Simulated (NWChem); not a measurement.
Molecule: SiHOCl3; SMILES O[Si](Cl)(Cl)Cl

```xyz
6

O     -1.8906    -0.2066     0.0000
Si    -0.2649    -0.0367     0.0000
Cl     0.3749     0.9839     1.6522
Cl     0.5171    -1.9106     0.0000
Cl     0.3749     0.9839    -1.6522
H     -2.4306     0.5907     0.0000
```
Atoms are numbered in this order, from 1.

Results from NWChem. Pople sets run with spherical d functions. STO-3G and 3-21G are far too small for this property and stand as cheap habits. Geometry: optimised at PBE0/def2-SVP. GIAO values for the isolated, static molecule; σ is the absolute isotropic shielding, δ = σ(reference) − σ with the isolated reference molecule computed at the same levels (1H: tetramethylsilane, 17O: water, 29Si: tetramethylsilane).

```tsv
level	δ O1 (ppm)	δ Si2 (ppm)	σ Cl3 (ppm)	σ Cl4 (ppm)	δ H6 (ppm)
PBE/pcSseg-1	117.2	-7.6	752.5	786.2	2.79
PBE0/pcSseg-1	…	…	…	…	2.83
B3LYP/6-311G**	115.5	-1.8	772.6	802.6	2.70
Hartree-Fock/STO-3G	-56.9	14.1	1169.6	1184.1	-0.47
```

### Question
What belongs in the gaps?

### Answer

- PBE0/pcSseg-1, δ O1 (ppm): 104.0
- PBE0/pcSseg-1, δ Si2 (ppm): -5.5
- PBE0/pcSseg-1, σ Cl3 (ppm): 789.2
- PBE0/pcSseg-1, σ Cl4 (ppm): 818.4
